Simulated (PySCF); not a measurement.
**A series of derivatives of CC(=O)[SiH](N)[SiH3]**

Parent skeleton `[CH3:1][C:2](=[O:3])[SiH:4]([NH2:5])[SiH3:6]`; one hydrogen on atom 1 is replaced by X. Hydrogens on one atom are averaged.

- structure optimised with GFN2-xTB
- GIAO PBE0/pcSseg-1 shieldings
- run in PySCF 2.14.0 with density-fitted response routines
- equivalent nuclei averaged, one computed conformer, no relativistic terms, isolated molecule

δ = σ(ref) − σ, references computed at the same level: 13C and 29Si and 1H vs TMS; 17O vs H2O; 15N against NH3.

Question: Give δ (ppm) for X = allyl, CN, CH=NH, OCHO, C2H5, nPr, CH2SiH3, vinyl, CH2NH2.

Answer: 
```
      X                          SMILES    C1     C2     O3    Si4    N5     Si6  H(C1)  H(Si4)  H(Si6)
  allyl       C=CCCC(=O)[Si@H](N)[SiH3]  49.9  259.0  834.5  -50.3  -4.4  -120.7   2.74    5.43    3.32
     CN       N#CCC(=O)[Si@@H](N)[SiH3]  38.6  240.9  862.1  -48.9  14.4  -113.3   3.67    5.26    3.47
  CH=NH  [H]/N=C\CC(=O)[Si@@H](N)[SiH3]  69.2  243.2  828.9  -49.2  -4.8  -117.3   3.71    5.43    3.34
   OCHO      N[Si@@H]([SiH3])C(=O)COC=O  78.6  254.0  837.3  -53.6  11.7  -107.9   4.63    4.85    3.59
   C2H5        CCCC(=O)[Si@@H](N)[SiH3]  57.9  247.7  807.7  -55.6  -3.6  -118.7   2.69    5.56    3.46
    nPr        CCCCC(=O)[Si@H](N)[SiH3]  57.7  248.4  796.4  -53.8  -5.6  -122.2   2.73    5.48    3.35
CH2SiH3    N[Si@H]([SiH3])C(=O)CC[SiH3]  46.6  261.9  764.0  -51.7  10.4  -119.5   2.68    4.93    3.43
  vinyl       C=CCC(=O)[Si@@H](N)[SiH3]  61.4  244.8  811.0  -53.3  -3.4  -112.8   3.58    5.42    3.38
 CH2NH2         NCCC(=O)[Si@H](N)[SiH3]  62.9  255.1  832.3  -54.0   9.6  -119.9   2.45    4.99    3.43
```

Question: Which position responds most, and to which substituents?

Answer: O3: from 764.0 ppm with CH2SiH3 to 862.1 ppm with CN.

Unscaled 17O shifts of doubly bonded oxygen tend to come out too high, by tens of ppm or more. Experimental scales use liquid or dissolved standards, which lie at an offset from isolated H2O (liquid H2O: subtract about 36 ppm) and NH3 (liquid NH3: subtract about 20 ppm).
